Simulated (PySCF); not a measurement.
A search over the determinants of CsS

Unrestricted PBE0; basis Cs def2-TZVPP with ECP46, S def2-TZVPP; scalar-relativistic core potentials; PySCF 2.14. Outer shells of the fragments: Cs 6s1; S 3s2 3p4.

Followed along the bond (rough minima from three points):

| 2Ms+1 | unpaired | ⟨S²⟩ at the start | R at minimum (Å) | Te (eV) |
| --- | --- | --- | --- | --- |
| 2 | π ↑ | 0.76 | 3.07 | 0.00 |
| 2 | σ ↑ | 0.75 | 2.87 | 0.11 |
| 4 | σ ↑, π ↑↑ | 3.76 | none in the scan | ≤ 2.82 |

Solutions found at the starting distance of 3.190 Å, counted from the lowest of them; the search is not exhaustive and high or unbound solutions are not listed, so other states can lie among these:

```tsv
2Ms+1	unpaired	term	E (eV)	⟨S²⟩	⟨Lz²⟩	μ (D)
2	π ↑	²Π	0.00	0.76	1.01	-10.96
2	σ ↑	²Σ⁺	0.23	0.75	0.00	-11.60
4	σ ↑, π ↑↑	⁴Σ⁻	2.94	3.76	0.00	1.21
2	σ ↓, π ↑↑	mixed	2.98	1.76	0.00	1.74
4	σ ↑↑, π ↑	⁴Π	3.03	3.76	1.01	1.55
2	σ ↑, π ↑↓	mixed	3.36	1.76	2.03	1.46
4	π ↑↑↑	⁴Π	4.05	3.76	1.00	1.48
4	σ ↑, π ↑↑	mixed	4.18	3.76	2.01	2.80
4	σ ↑, π ↑↑	mixed	4.21	3.75	2.01	4.16
4	π ↑↑, δ ↑	⁴Δ	4.34	3.76	4.00	0.83
```

A term symbol is given only where ⟨S²⟩ and ⟨Lz²⟩ are close to those of a pure state; real π, δ and φ orbitals otherwise mix terms. A positive dipole means Cs(−)S(+).

Compare the gap between the two lowest followed solutions at the starting distance with the gap between their minima.

At PBE0 the second solution (doublet, unpaired electrons σ ↑) lies +0.23 eV from the first (doublet, unpaired electrons π ↑) at 3.190 Å and +0.11 eV at the minima; the two curves relax by different amounts, since their minima lie near 2.87 and 3.07 Å.

Spin–orbit coupling is left out. Counting both spins, an empty level lies below a filled one in some of these solutions, because spin and occupation are held.
